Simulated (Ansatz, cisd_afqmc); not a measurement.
System: Re, charge 0, sextet.

Total energies in def2-SVP, 7 correlated electrons, 4 frozen orbitals. Open shells are spin-unrestricted; no spin-orbit coupling. Correlated methods leave the cores frozen (noble-gas shells, and filled d and f shells in the p block). Past Kr the def2 sets carry scalar-relativistic core potentials. AFQMC/CISD: phaseless, guided by CISD from CCSD amplitudes; bars are statistical, one sigma. Outlying blocks are dropped, and bars are widened where a walk drifts. Over all cases where full CI ran beside it in this data, AFQMC minus full CI had a median of +0.1 mEh and passed +0.4 mEh in a tenth of the cases. The UHF reference of Re ([Re], sextet) is spin-contaminated (<S^2> up to 0.05 over the pure value in the sets run).

| method | program | energy (Eh) | minus CCSDTQ (mEh) |
|---|---|---|---|
| HF | Ansatz | -77.52979 | 99.01 |
| MP2 | Ansatz | -77.61634 | 12.47 |
| CCSD | Ansatz | -77.62642 | 2.39 |
| CCSD(T) | Ansatz | -77.62832 | 0.48 |
| CCSDT(Q) | Ansatz | -77.62880 | 0.01 |
| CCSDTQ | Ansatz | -77.62881 | 0.00 |
| AFQMC/CISD | cisd_afqmc | -77.6287 ± 0.0001 | 0.1 ± 0.1 |

Ansatz is a program for electronic structure.
